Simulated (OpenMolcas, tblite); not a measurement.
# GaCl (SMILES [Cl][Ga]): methods side by side

GaCl: 2 atoms, total charge 0, spin state singlet. As SMILES, `[Cl][Ga]`. The coordinates come from a PBE0-D4/def2-TZVP relaxation.

```xyz
2

Cl    0.0000    0.0000   -0.0236
Ga    0.0000    0.0000    2.1922
```

Quantity: the vertical energy of the triplet above the singlet, in eV. The values are calculated.

| level | kind | program | value (eV) | less CCSD(T)/cc-pVTZ | CPU time (all runs) |
| --- | --- | --- | --- | --- | --- |
| IPEA1-xTB | semi-empirical | tblite | 5.62 | +2.20 | under 2 s |
| HF/cc-pVTZ | Hartree–Fock | OpenMolcas | 2.64 | -0.78 | 15 s |
| SVWN5/cc-pVTZ | LDA | OpenMolcas | 3.76 | +0.34 | 31 s |
| BLYP/cc-pVTZ | GGA | OpenMolcas | 3.75 | +0.33 | 46 s |
| M06-L/cc-pVTZ | meta-GGA | OpenMolcas | 3.95 | +0.53 | 60 s |
| BHLYP/cc-pVTZ | global hybrid | OpenMolcas | 3.56 | +0.14 | 43 s |
| CCSD(T)/cc-pVTZ, open shells restricted | coupled cluster or CI | OpenMolcas | 3.42 | 0.00 | 54 s |

Differences are taken from CCSD(T)/cc-pVTZ, open shells restricted for orientation; it has basis-set and higher-order errors of its own. All-electron rows without a relativistic Hamiltonian named are non-relativistic. The values span 2.64 to 5.62 eV. In the correlated wave-function rows the outer d shell of Ga is correlated, in sets not made for it. Times are those of the runs behind each value, whatever else they computed, on shared processors of several kinds: orders of magnitude only.
